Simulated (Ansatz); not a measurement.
A nudged elastic band was laid between two geometries of F5H3NW (10 atoms, charge 0, multiplicity 2).

Level of theory: UHF/def2-SVP in Ansatz.

```yaml
movable_images: 5
climbing_image: yes
spring: 5.0 eV/Å²
optimiser: quadratic models (default)
start_path: through a guess of the saddle point
force_threshold: 0.03 eV/Å
iteration_limit: 60
end_points: relaxed
```

First end point:

```xyz
10
Properties=species:S:1:pos:R:3
W 0.108 0.037 0.402
H 1.441 -0.325 1.333
F 1.603 0.515 -0.607
F 0.236 1.809 0.928
F -1.735 0.325 0.695
F -0.099 -1.772 0.779
F -0.419 -0.491 -1.294
N -0.275 -0.026 2.622
H -0.494 -0.877 3.123
H -0.367 0.806 3.190
```

Last end point:

```xyz
10
Properties=species:S:1:pos:R:3
W -0.123 -0.041 0.219
H 0.022 0.992 2.806
F 1.715 -0.133 0.273
F -0.015 1.849 0.206
F -1.872 0.073 0.783
F -0.208 -1.926 0.365
F -0.398 -0.107 -1.617
N 0.187 0.056 2.463
H -0.440 -0.564 2.956
H 1.131 -0.199 2.715
```

(1) Which bonds break or form, and what moves?

(2) Give the energies along the band, and the barrier.

(3) What is the geometry of the highest image?

Answers

(1) Bonds broken: W1–H2. Bonds formed: H2–N8.

(2) It converged. The highest image is number 1 of 0 to 6, 4.2 kJ/mol above the first end and 376.2 kJ/mol above the last; the last end lies 372.0 kJ/mol below the first. Beside the main top the profile has a ripple of under 15 meV (maxima at images 1, 4), which may be a very shallow well or noise. Neighbouring images differ by up to 3.3 eV, so the band resolves the path poorly. A vibrational analysis at the climbing image gives one clearly imaginary mode, 97i cm⁻¹: a first-order saddle point.

```
image  path coordinate (Å)  energy (kJ/mol)  W1–H2 (Å)  H2–N8 (Å)
    0                 0.00              0.0       1.67       2.17
    1                 1.61              4.2       1.66       2.21
    2                 3.34           -311.0       2.45       1.02
    3                 5.07           -311.1       2.71       1.00
    4                 6.80           -309.8       2.71       1.00
    5                 8.54           -372.0       2.79       1.01
    6                10.27           -372.0       2.79       1.01
```

(3) 
```xyz
10
Properties=species:S:1:pos:R:3
W 0.109 0.039 0.392
H 1.479 -0.200 1.302
F 1.544 0.645 -0.633
F 0.063 1.819 0.894
F -1.751 0.137 0.710
F 0.067 -1.777 0.781
F -0.379 -0.540 -1.297
N -0.273 -0.032 2.647
H -1.237 -0.089 2.954
H 0.378 -0.002 3.420
```

Time of the run: 11 min on 4 threads of Arm Neoverse V1 (shared host), peak memory 0.52 GiB.
